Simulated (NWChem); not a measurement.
All runs are NWChem calculations. System: silylarsine (H5AsSi), charge 0, spin multiplicity 1, at a geometry optimised with B3LYP/def2-SVP. Level: RHF/def2-TZVP.

Output (cleaned and shortened):

```
             Northwest Computational Chemistry Package (NWChem) 7.3.0
             --------------------------------------------------------

                                NWChem Input Module
                                -------------------

 Scaling coordinates for geometry "geometry" by  1.889725989
 (inverse scale =  0.529177249)

 Turning off AUTOSYM since
 SYMMETRY directive was detected!

                             Geometry "geometry" -> ""
                             -------------------------

 Output coordinates in angstroms (scale by  1.889725989 to convert to a.u.)

  No.       Tag          Charge          X              Y              Z
 ---- ---------------- ---------- -------------- -------------- --------------
    1 Si                  14.0000     1.55685700    -0.29992000     0.00000000
    2 As                  33.0000    -0.78292200     0.21059700     0.00000000
    3 H                    1.0000     2.16862900     0.31678000     1.21319900
    4 H                    1.0000     2.16862900     0.31678000    -1.21319900
    5 H                    1.0000     1.84728400    -1.76334600     0.00000000
    6 H                    1.0000    -1.07205800    -0.81051800     1.10355200
    7 H                    1.0000    -1.07205800    -0.81051800    -1.10355200

 Effective nuclear repulsion energy (a.u.)     162.9399506602

            Nuclear Dipole moment (a.u.)
            ----------------------------
        X                 Y               Z
 ---------------- ---------------- ----------------
    -0.0000037795    -0.0000018897     0.0000000000

      Symmetry information
      --------------------

 Group name             Cs
 Group number              2
 Group order               2
 No. of unique centers     5

      Symmetry unique atoms

     1    2    3    5    6


 Summary of "ao basis" -> "" (spherical)
 ------------------------------------------------------------------------------
       Tag                 Description            Shells   Functions and Types
 ---------------- ------------------------------  ------  ---------------------
 *                         def2-tzvp                  on all atoms

 Summary of "ao basis" -> "ao basis" (spherical)
 ------------------------------------------------------------------------------
       Tag                 Description            Shells   Functions and Types
 ---------------- ------------------------------  ------  ---------------------
 Si                        def2-tzvp                13       37   5s5p2d1f
 As                        def2-tzvp                16       48   6s5p4d1f
 H                         def2-tzvp                 4        6   3s1p

                                 NWChem SCF Module
                                 -----------------

  ao basis        = "ao basis"
  functions       =   115
  atoms           =     7
  closed shells   =    26
  open shells     =     0
  charge          =   0.00
  wavefunction    = RHF
  use symmetry    = T
  symmetry adapt  = T

 Summary of "ao basis" -> "ao basis" (spherical)
 ------------------------------------------------------------------------------
       Tag                 Description            Shells   Functions and Types
 ---------------- ------------------------------  ------  ---------------------
 Si                        def2-tzvp                13       37   5s5p2d1f
 As                        def2-tzvp                16       48   6s5p4d1f
 H                         def2-tzvp                 4        6   3s1p

      Symmetry analysis of basis
      --------------------------

        a'         74
        a"         41

 Forming initial guess at       0.1s

      Superposition of Atomic Density Guess
      -------------------------------------

 Sum of atomic energies:       -2525.47176065

      Non-variational initial energy
      ------------------------------

 Total energy =   -2525.985434
 1-e energy   =   -3842.194865
 2-e energy   =    1153.269480
 HOMO         =      -0.289307
 LUMO         =       0.049201

      Symmetry analysis of molecular orbitals - initial
      -------------------------------------------------

  Numbering of irreducible representations:

     1 a'          2 a"
[...]
    26 a'         27 a'         28 a'         29 a"         30 a"
    31 a'         32 a'         33 a'         34 a"         35 a'
    36 a'

 Starting SCF solution at       4.3s

 ----------------------------------------------
         Quadratically convergent ROHF

 Convergence threshold     :          1.000E-07
 Maximum no. of iterations :          100
 Final Fock-matrix accuracy:          1.000E-09
 ----------------------------------------------

              iter       energy          gnorm     gmax       time
             ----- ------------------- --------- --------- --------
                 1    -2526.0206011117  4.25D-01  9.02D-02      4.5
                 2    -2526.0488086619  3.15D-02  5.52D-03      4.9
                 3    -2526.0489465287  7.17D-04  1.37D-04      5.4
                 4    -2526.0489465936  3.62D-07  1.64D-07      6.4
                 5    -2526.0489465936  3.15D-09  1.02D-09      7.1

       Final RHF  results
       ------------------

         Total SCF energy =  -2526.048946593568
      One-electron energy =  -3844.302609390316
      Two-electron energy =   1155.313712136503
 Nuclear repulsion energy =    162.939950660244

        Time for solution =      2.8s

       Symmetry analysis of molecular orbitals - final
       -----------------------------------------------

  Numbering of irreducible representations:

     1 a'          2 a"

  Orbital symmetries:

     1 a'          2 a'          3 a'          4 a"          5 a'
     6 a'          7 a'          8 a'          9 a"         10 a'
    11 a'         12 a'         13 a"         14 a'         15 a"
    16 a'         17 a"         18 a'         19 a'         20 a'
    21 a'         22 a"         23 a'         24 a"         25 a'
    26 a'         27 a'         28 a'         29 a"         30 a"
    31 a'         32 a'         33 a'         34 a"         35 a'
    36 a'

             Final eigenvalues
             -----------------

              1
    1 -432.5676
    2  -68.7861
    3  -56.2934
    4  -50.1381
    5  -50.1380
    6  -50.1375
    7   -8.0150
    8   -6.1352
    9   -5.8700
   10   -5.8691
   11   -5.8666
   12   -4.2413
   13   -4.2411
   14   -4.2410
   15   -2.1029
   16   -2.1021
   17   -2.0992
   18   -2.0981
   19   -2.0963
   20   -0.8306
   21   -0.6974
   22   -0.5110
   23   -0.4956
   24   -0.4744
   25   -0.4277
   26   -0.3622
   27    0.1133
   28    0.1230
   29    0.1339
   30    0.1498
   31    0.1542
   32    0.1915
   33    0.2486
   34    0.2677
   35    0.2730
   36    0.2994

                       ROHF Final Molecular Orbital Analysis
                       -------------------------------------

 Vector   24  Occ=2.000000D+00  E=-4.744490D-01  Symmetry=a"
              MO Center=  8.0D-01, -9.8D-02, -1.8D-14, r^2= 4.4D+00
   Bfn.  Coefficient  Atom+Function         Bfn.  Coefficient  Atom+Function
  ----- ------------  ---------------      ----- ------------  ---------------
    17      0.236902  1 Si pz                55     -0.228632  2 As pz
    87      0.179996  3 H  s                 93     -0.179996  4 H  s

 Vector   25  Occ=2.000000D+00  E=-4.277471D-01  Symmetry=a'
              MO Center=  3.7D-02, -3.6D-03,  1.0D-14, r^2= 3.2D+00
   Bfn.  Coefficient  Atom+Function         Bfn.  Coefficient  Atom+Function
  ----- ------------  ---------------      ----- ------------  ---------------
    53      0.265992  2 As px                54      0.242338  2 As py
    15     -0.225622  1 Si px                43      0.175486  2 As s
    57      0.173716  2 As py                56      0.153581  2 As px

 Vector   26  Occ=2.000000D+00  E=-3.622396D-01  Symmetry=a'
              MO Center= -5.0D-01,  2.1D-01, -1.7D-14, r^2= 3.0D+00
   Bfn.  Coefficient  Atom+Function         Bfn.  Coefficient  Atom+Function
  ----- ------------  ---------------      ----- ------------  ---------------
    54      0.310974  2 As py                57      0.307579  2 As py
    53     -0.271812  2 As px                43      0.259851  2 As s
    56     -0.256103  2 As px                42      0.240580  2 As s
    15      0.189269  1 Si px                48     -0.181743  2 As py
    47      0.154682  2 As px

 Vector   27  Occ=0.000000D+00  E= 1.133112D-01  Symmetry=a'
              MO Center=  1.0D+00, -3.2D-01, -2.9D-15, r^2= 7.8D+00
   Bfn.  Coefficient  Atom+Function         Bfn.  Coefficient  Atom+Function
  ----- ------------  ---------------      ----- ------------  ---------------
    43      1.653250  2 As s                 18      1.545927  1 Si px
    56      1.116866  2 As px                 5     -0.911347  1 Si s
    57     -0.422317  2 As py                15      0.249722  1 Si px
   106     -0.198103  6 H  s                112     -0.198103  7 H  s
    88     -0.165489  3 H  s                 94     -0.165489  4 H  s

 Vector   28  Occ=0.000000D+00  E= 1.229791D-01  Symmetry=a'
              MO Center=  2.7D-02, -1.9D-01, -1.1D-14, r^2= 6.5D+00
   Bfn.  Coefficient  Atom+Function         Bfn.  Coefficient  Atom+Function
  ----- ------------  ---------------      ----- ------------  ---------------
     5      1.522754  1 Si s                100     -1.055066  5 H  s
   106     -0.916931  6 H  s                112     -0.916931  7 H  s
    43      0.781779  2 As s                 56     -0.785207  2 As px
    57     -0.665384  2 As py                88     -0.449004  3 H  s
    94     -0.449004  4 H  s                 19     -0.415458  1 Si py

 Vector   29  Occ=0.000000D+00  E= 1.338745D-01  Symmetry=a"
              MO Center= -6.9D-01, -5.7D-02,  2.7D-13, r^2= 4.4D+00
   Bfn.  Coefficient  Atom+Function         Bfn.  Coefficient  Atom+Function
  ----- ------------  ---------------      ----- ------------  ---------------
    58      1.334830  2 As pz               106     -1.070853  6 H  s
   112      1.070853  7 H  s                 49     -0.163864  2 As pz
    55      0.151458  2 As pz

 center of mass
 --------------
 x =  -0.19310232 y =   0.08079877 z =   0.00000000

 moments of inertia (a.u.)
 ------------------
          56.150382026054          89.603843176041           0.000000000000
          89.603843176041         475.896800590995           0.000000000000
           0.000000000000           0.000000000000         493.326481288042

  Mulliken analysis of the total density
  --------------------------------------

    Atom       Charge   Shell Charges
 -----------   ------   -------------------------------------------------------
    1 Si  14    13.79   2.00  0.58  1.39  0.82  0.44  4.12  1.73  0.52  1.49  0.37  0.12  0.18  0.02
    2 As  33    33.16   2.00  2.00  1.16  0.78  0.93  0.84  5.99  5.77  0.37  1.79  1.37  8.94  1.07  0.03  0.11  0.01
    3 H    1     1.04   0.24  0.56  0.23  0.01
    4 H    1     1.04   0.24  0.56  0.23  0.01
    5 H    1     1.04   0.24  0.56  0.23  0.01
    6 H    1     0.96   0.22  0.54  0.19  0.01
    7 H    1     0.96   0.22  0.54  0.19  0.01

       Multipole analysis of the density wrt the origin
       ------------------------------------------------

     L   x y z        total         open         nuclear
     -   - - -        -----         ----         -------
     0   0 0 0     -0.000000      0.000000     52.000000

     1   1 0 0      0.101193      0.000000     -0.000004
     1   0 1 0     -0.167304      0.000000     -0.000002
     1   0 0 1      0.000000      0.000000      0.000000

     2   2 0 0    -27.055895      0.000000    247.396682
     2   1 1 0      0.689508      0.000000    -43.294617
     2   1 0 1     -0.000000      0.000000      0.000000
     2   0 2 0    -27.225968      0.000000     26.236186
     2   0 1 1     -0.000000      0.000000      0.000000
     2   0 0 2    -25.849954      0.000000     19.210032

 Task  times  cpu:        7.1s     wall:        7.1s

 Total times  cpu:        7.1s     wall:        7.1s
```

Task: Write an NWChem input that would produce this output.

Result: Several could match; the one computed here: 
```
start mol
memory heap 200 mb stack 900 mb global 1100 mb
geometry units angstroms nocenter noautoz
  Si     1.556857    -0.299920     0.000000
  As    -0.782922     0.210597     0.000000
  H      2.168629     0.316780     1.213199
  H      2.168629     0.316780    -1.213199
  H      1.847284    -1.763346     0.000000
  H     -1.072058    -0.810518     1.103552
  H     -1.072058    -0.810518    -1.103552
  symmetry group Cs
end
basis spherical
  * library def2-tzvp
end
scf
  rhf
  nopen 0
  maxiter 100
  thresh 1e-7
  semidirect memsize 60000000 filesize 0
end
task scf energy
```
